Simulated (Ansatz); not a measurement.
Compare A (`CC[Si](N)(O)F`) with its isomer B (`CN[SiH](F)OC`).

Isolated molecules relaxed with PBE0-D4/def2-TZVP in Ansatz; ΔE leaves out vibrations. CCSD(T)/CBS adds triple-zeta CCSD(T) − MP2 to the extrapolated MP2 energy (def2 sets, frozen cores). DFT in def2-TZVPP. B3LYP here is the variant with VWN-RPA as its local correlation; programs differ in this. One conformer a species, not always the lowest.

A:

Z-matrix (Å, degrees):
```
C
C 1 1.527
H 1 1.093 2 111.3
H 1 1.093 2 111.6 3 120.1
H 1 1.093 2 111.3 3 -119.8
Si 2 1.852 1 113.8 3 59.5
H 2 1.095 1 110.6 3 -178.9
H 2 1.096 1 110.5 3 -62.1
O 6 1.634 2 106.0 1 177.5
N 6 1.705 2 118.1 1 -58.4
F 6 1.602 2 108.0 1 58.0
H 9 0.959 6 116.4 2 172.4
H 10 1.006 6 122.2 2 -62.7
H 10 1.006 6 120.8 2 90.2
```

B:

```xyz
14

C     1.4753    1.2268    1.7743
N     0.7655    0.9852    0.5379
Si   -0.1919   -0.3606    0.2059
F    -1.6691   -0.3083    0.8305
O    -0.3628   -0.4143   -1.4107
C    -1.3509   -1.1461   -2.1020
H     2.4994    1.5635    1.5870
H     0.9803    1.9687    2.4109
H     1.5420    0.2984    2.3469
H     0.7327    1.7700   -0.0922
H     0.4103   -1.5689    0.8105
H    -2.3451   -0.9817   -1.6761
H    -1.3542   -0.8140   -3.1413
H    -1.1316   -2.2188   -2.0817
```

Which is lower in electronic energy at CCSD(T)/CBS, and by how much? (Best estimate.)

Ansatz gave: A, by 33.2 kcal/mol.

Give E(B) − E(A) in kcal/mol with MP2/def2-TZVPP, B3LYP-D4, CCSD(T)/def2-TZVPP, B2PLYP, CCSD/def2-TZVPP, PBE0-D4, ωB97M-V. (Estimate.)

The calculation gave: MP2/def2-TZVPP 34.2, B3LYP-D4 30.4, CCSD(T)/def2-TZVPP 32.4, B2PLYP 31.0, CCSD/def2-TZVPP 32.0, PBE0-D4 32.6, ωB97M-V 32.8. None reverses the order clearly.

Largest T1 diagnostic: 0.011.

The D4 term adds +1.0 kcal/mol with B3LYP and +0.5 kcal/mol with PBE0; it sums over pairs of atoms, weighted by their polarisabilities, and B3LYP, whose exchange is more repulsive, gets the larger term. In def2-TZVPP, CCSD(T) changes the Hartree–Fock value by +4.7 kcal/mol (the triples alone add +0.4 kcal/mol) and MP2 by +6.6 kcal/mol.
